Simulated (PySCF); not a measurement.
**Where the electron goes**

Species: (H2In-mu-I)2.
Structure used (PBE0-D3(BJ)/def2-SVP), in Å, numbered top down from 1:
```
atom  x, y, z in Å
In1   -0.8499   -0.6887    1.6632
H2    -1.3155   -2.3200    1.4593
H3    -0.8965    0.5259    2.8644
I4     1.9136   -0.6178    0.7153
In5    0.8840    0.6603   -1.6843
H6     0.9137   -0.5709   -2.8687
H7     1.3612    2.2925   -1.5108
I8    -1.8724    0.6329   -0.7222
```

Level of theory: TDDFT PBE0/def2-SVPD, vertical, gas phase, core orbitals frozen in the response, def2 core potentials past Kr (PySCF 2.14.0, density-fitted response routines). Spin–orbit coupling is left out.

Frontier orbitals with the atoms that hold most of them (Löwdin shares over 4%, at most four atoms; ? is withheld):

```csv
orbital,ε (eV),atoms
HOMO-3,-8.20,"I8 44%, I4 44%, In1 5%, In5 5%"
HOMO-2,-8.09,"I8 31%, I4 30%, In5 12%, In1 12%"
HOMO-1,-7.85,?
HOMO,?,?
LUMO,-1.57,"In1 21%, In5 20%, I4 19%, I8 19%"
LUMO+1,-1.40,"In1 27%, In5 26%, I4 16%, I8 16%"
LUMO+2,-0.98,"I8 22%, I4 22%, In5 17%, In1 16%"
```

Question: Which atoms hold the HOMO-1, and with what shares?

Answer: I4 (bonded to 2 In) 47%; I8 (bonded to 2 In) 46%.

Question: Give the leading atoms of the HOMO.

Answer: I8 (bonded to 2 In) 35%; I4 (bonded to 2 In) 34%; In5 (bonded to 2 I and 2 H) 6%; In1 (bonded to 2 I and 2 H) 6%. By element: iodine 70%, indium 13%.

Question: What is the HOMO energy, and the HOMO–LUMO gap?

Answer: ε(HOMO) = -7.57 eV; the gap is 6.00 eV (0.2204 hartree).

Question: How does S1 compare with the orbital gap of 6.00 eV?

Answer: S1 is at 4.88 eV (f = 0.0000), 1.12 eV below the gap, made of HOMO→LUMO (98%). Without the coupling terms of the response equations the lowest excitation would equal the gap.

Question: One configuration dominates each of S1, S2, S3, S4, S6 and S8. Which, and how do the shares of the two leading atoms of either orbital change from the occupied to the empty one?

Answer: 
- S1 (4.88 eV, f 0.0000), HOMO→LUMO (98%): I8 35% → 19%, I4 34% → 19%, In1 6% → 21%, In5 6% → 20%
- S2 (5.08 eV, f 0.0000), HOMO→LUMO+1 (96%): I8 35% → 16%, I4 34% → 16%, In1 6% → 27%, In5 6% → 26%
- S3 (5.09 eV, f 0.0000), HOMO-1→LUMO (97%): I4 47% → 19%, I8 46% → 19%, In1 at most 4% → 21%, In5 at most 4% → 20%
- S4 (5.36 eV, f 0.031), HOMO-1→LUMO+1 (86%): I4 47% → 16%, I8 46% → 16%, In1 at most 4% → 27%, In5 at most 4% → 26%
- S6 (5.54 eV, f 0.0000), HOMO-2→LUMO+1 (79%): I8 31% → 16%, I4 30% → 16%, In1 12% → 27%, In5 12% → 26%
- S8 (5.63 eV, f 0.0000), HOMO-2→LUMO (81%): I8 31% → 19%, I4 30% → 19%, In1 12% → 21%, In5 12% → 20%

Löwdin shares depend on the basis, the more so with diffuse functions.

One conformer stands for the species.
